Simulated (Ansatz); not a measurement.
```xyz
2

Si    0.0000    0.0000    0.0000
S     0.0000    0.0000    6.2597
```

Basis set: pcseg-2 (spherical functions). Charge 0, multiplicity 3.

Computed with Ansatz (development build ahead of 0.2.0); each method stands on the lowest determinant of its kind that the runs found. Restricted functionals stand beside restricted open-shell atoms, which can lie above the unrestricted atoms usual in DFT and then raise those values.

The atomization energy at this shape (free ground-state atoms in the same class of orbitals less the molecule, no zero-point energy) of triplet SiS in separate pieces:

| method | atomization energy |
| --- | --- |
| PBE0 (unrestricted) | -26.6 kJ/mol |

What does PBE0 (restricted open-shell) give?

-118.7 kJ/mol. Caution: charge can spread falsely over distant fragments; the shape is not the minimum. Caution for PBE0 (unrestricted): the unrestricted determinant is a mixture of spin states. Caution for PBE0 (restricted open-shell): an unrestricted determinant lies well below; the molecule lies well above its atoms at this level.
